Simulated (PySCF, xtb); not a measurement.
Ge(F)(OH)(NH2)2 (FGeH5N2O), SMILES [NH2][Ge]([NH2])([OH])[F].

GFN2-xTB run with xtb at its own geometry gives an orbital gap of 6.84 eV and a dipole moment of 2.31 D.

The structure is a stationary point at B3LYP-D3(BJ)/def2-SVP. This is a generated structure with no PubChem entry under its InChIKey; it may be hypothetical. One conformer was computed; it need not be the lowest.

Task: What does PySCF with PBE0/def2-TZVP give? (Estimate from the structure and the level; the computed values follow.)

Result: gap 8.06 eV (levels -8.00 and 0.06 eV), dipole 2.02 D.
